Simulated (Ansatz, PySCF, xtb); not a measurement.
Energy landscape of H3N (cation, charge +1), doublet: umbrella (inversion) coordinate, bond length relaxed. Scanned: angle between the N-H bonds and the threefold axis (90 = planar). Other coordinates (N-H bond length) were minimised at PBE0/def2-TZVP.

- GFN1-xTB (xtb)
- CCSD(T)/aug-cc-pVQZ = CCSD(T) on UHF/aug-cc-pVQZ, frozen core (Ansatz, an electronic-structure program)
- PBE = unrestricted PBE/def2-TZVP (PySCF)

Energies in mEh, each method relative to its own lowest point.

```tsv
a / °	GFN1-xTB	CCSD(T)/aug-cc-pVQZ	PBE
90	0.0	0.0	0.0
93.90	?	0.6	0.6
96.90	?	2.0	2.0
99.90	3.4	4.2	4.2
102.90	6.0	7.5	7.4
105.90	9.6	12.1	11.9
108.90	14.3	18.2	17.9
111.90	20.3	26.1	25.5
114.90	27.8	35.8	35.0
117.90	37.0	47.8	46.6
120.90	?	62.2	60.6
123.90	61.4	79.2	77.2
126.90	77.1	99.2	96.7
129.90	?	122.4	119.3
132	?	140.8	137.1
```

Problem. What belongs in the gaps?

Solution. 
- 93.90, GFN1-xTB: 0.5
- 96.90, GFN1-xTB: 1.6
- 120.90, GFN1-xTB: 48.2
- 129.90, GFN1-xTB: 95.5
- 132, GFN1-xTB: 110.1
